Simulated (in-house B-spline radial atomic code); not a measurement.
Successive ionisation energies of hafnium; each step leads to the configuration of the next row (after the last: [Ne] 3s2 3p4). Dirac energy differences include first-order Breit, QED and recoil terms. NIST's values go from ground level to ground level; the uncertainty of those that are theory runs from under 0.1 % in few-electron ions to several per cent in heavy many-electron ones. Computed with a radial B-spline atomic code at the basis-set limit: Dirac-Hartree-Fock, average of the configuration, finite nuclei.

```
  ion      configuration  ionisation energy (eV)  tabulated value (eV)    tabulated kind  computed minus tabulated (eV)  highest orbital  largest mean radius (bohr)
Hf41+  [Ar] 3d10 4s2 4p1                  1964.5                  2022  tabulated theory                            -57            4p3/2                     0.42689
Hf42+      [Ar] 3d10 4s2                  2159.9                  2159  tabulated theory                              1            4s1/2                     0.40987
Hf43+      [Ar] 3d10 4s1                  2219.1                2218.9    semi-empirical                              0            4s1/2                     0.40758
Hf44+          [Ar] 3d10                  3764.5                  3741  tabulated theory                             23            3d5/2                     0.20653
Hf45+           [Ar] 3d9                  3888.7                  3858  tabulated theory                             31            3d5/2                     0.20528
Hf46+           [Ar] 3d8                  4014.4                  3984  tabulated theory                             30            3d5/2                     0.20405
Hf47+           [Ar] 3d7                  4141.7                  4118  tabulated theory                             24            3d5/2                     0.20283
Hf48+           [Ar] 3d6                  4270.6                  4246  tabulated theory                             25            3d5/2                     0.20162
Hf49+           [Ar] 3d5                  4401.1                  4372  tabulated theory                             29            3d5/2                     0.20042
Hf50+           [Ar] 3d4                       ?                     ?  tabulated theory                              ?                ?                           ?
Hf51+           [Ar] 3d3                       ?                     ?  tabulated theory                              ?                ?                           ?
Hf52+           [Ar] 3d2                       ?                     ?  tabulated theory                              ?                ?                           ?
Hf53+           [Ar] 3d1                  4938.5                  4980  tabulated theory                            -42            3d5/2                     0.19572
Hf54+       [Ne] 3s2 3p6                  5452.7                  5350  tabulated theory                            103            3p3/2                     0.19457
Hf55+       [Ne] 3s2 3p5                  5574.2                  5468  tabulated theory                            106            3p3/2                     0.19349
```

Q: Fill in the row of Hf50+.

A: ionisation energy (eV): 4533.1; tabulated value (eV): 4573; computed minus tabulated (eV): -40; highest orbital: 3d5/2; largest mean radius (bohr): 0.19923.

Q: Fill in the row of Hf51+.

A: ionisation energy (eV): 4666.7; tabulated value (eV): 4703; computed minus tabulated (eV): -36; highest orbital: 3d5/2; largest mean radius (bohr): 0.19805.

Q: Fill in the row of Hf52+.

A: ionisation energy (eV): 4801.8; tabulated value (eV): 4846; computed minus tabulated (eV): -44; highest orbital: 3d5/2; largest mean radius (bohr): 0.19688.

Q: Where is the largest jump?

A: From Hf43+ to Hf44+, by a factor of 1.70 (2219.1 to 3764.5 eV); the highest orbital goes from 4s1/2 to 3d5/2.

Where a p, d or f electron is removed, the computed value is a mean over both j, so it misses the tabulated one by a part of the spin-orbit splitting; averaging over terms and missing correlation add to the gap, relatively most at low charge.
